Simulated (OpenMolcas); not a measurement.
## Nd3+: the spin-orbit constant, worked from levels

```json
{
  "Program": "OpenMolcas",
  "Basis": "ANO-R2 [8s7p4d3f1g]",
  "Scalar Hamiltonian": "X2C, finite nucleus",
  "Active space": "3 electrons in 7 orbitals (4f)",
  "State averaging": "2S+1 = 4 odd, 35 roots (30 in the spin-orbit step); 2S+1 = 2 odd, 112 roots (43 in the spin-orbit step)",
  "Spin-orbit coupling": "state interaction with AMFI integrals over the reference wave functions, term energies averaged over their components"
}
```

Methods: CASSCF; SS-CASPT2, IPEA 0.25 Eh, imaginary shift 0.1 Eh (closed shells correlated: 5s 5p). Measured levels: the list in Arab et al., J. Quant. Spectrosc. Radiat. Transfer 229, 145 (2019) and Gaigalas et al. (2019), from Wyart et al. (2007).

**The spin-orbit constant.** For the Hund term 4I* of f3, E(J) = (A/2) J(J+1) + constant and ζ = 2S·A = 3A. From J = 9/2 to J = 15/2 the energy changes by 19.5 A.

| Source | E(15/2) - E(9/2) | A | ζ |
| --- | --- | --- | --- |
| CASSCF | 6393.5 | 327.9 | 984 |
| SS-CASPT2 | 6442.5 | 330.4 | 991 |
| measured | 5988.5 | 307.1 | 921 |

All in cm-1. SS-CASPT2 is off by +7.6 % and CASSCF by +6.8 %. Both methods take the spin-orbit matrix elements from the reference wave functions, so the second can move ζ only through the term energies and any multistate remixing. Second-order mixing with other terms is absorbed into this ζ.

CASPT2 breaks the degeneracy within a term, and the mean is taken; among the terms shown or strongly mixed into the levels shown the widest spread is 410 cm-1 (4f3 4I*, SS-CASPT2). High states are left out of the spin-orbit mixing, which shifts the levels that they would mix with. Without dynamic correlation excited terms often stand tens of per cent too high (terms of higher spin than the ground term too low), and those without a measured partner can miss by more than the paired ones (holds for CASSCF). Computed and measured levels are paired by configuration, term and J; levels that our copy of the source lacks, or whose pairing is in doubt (as where it misses far off the trend of its configuration), stay unpaired and out of the deviations. Levels of configurations outside the active space are missing.

* marks odd parity.
